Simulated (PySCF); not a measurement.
Problem. Write Cartesian coordinates for `CS[SiH2]O[SiH2][SiH3]` as optimised with PBE0-D3(BJ)/def2-SVP.

Solution. 
```xyz
16
CH10OSSi3 angstrom
C      1.3852    0.9604   -1.4598
S      1.8027    0.8097    0.3093
Si     1.5332   -1.2925    0.5787
O     -0.0643   -1.7138    0.4877
Si    -1.5756   -1.1370    0.9074
Si    -1.6424    1.1929    1.2306
H      2.0657    0.3592   -2.0786
H      1.5055    2.0194   -1.7228
H      0.3441    0.6670   -1.6531
H      2.0906   -1.5826    1.9290
H      2.2446   -2.0394   -0.4941
H     -2.5214   -1.5149   -0.1853
H     -2.0211   -1.8084    2.1677
H     -1.2732    1.9477   -0.0050
H     -3.0762    1.5067    1.5447
H     -0.8061    1.6347    2.3846
```

Orientation and origin are arbitrary. Atoms count from 1 in this order. Si3 (oxygen-bound silicon) is distorted tetrahedral (angles from 105.0° to 112.1°). O4 (siloxane oxygen) is bent (angle 140.5°). Of the pairs four or more bonds apart, S2···Si6 is among the closest relative to their van der Waals radii: 3.59 Å, 92 % of the sum of Bondi's values. Si5 (oxygen-bound silicon) is distorted tetrahedral (angles from 107.6° to 113.7°).

Bonds between heavy atoms (Å): C1–S2 1.824, S2–Si3 2.137, Si3–O4 1.655, O4–Si5 1.671, Si5–Si6 2.353.

Theory: PySCF 2.14.0, PBE0-D3(BJ)/def2-SVP geometry optimisation, gas phase.

Point group: C1 (no symmetry element, even within 0.4 Å). Stationary, but not proved a minimum. One conformer, not necessarily the lowest (C1–S2–Si3–O4 -70°, S2–Si3–O4–Si5 -37°, Si3–O4–Si5–Si6 21°).
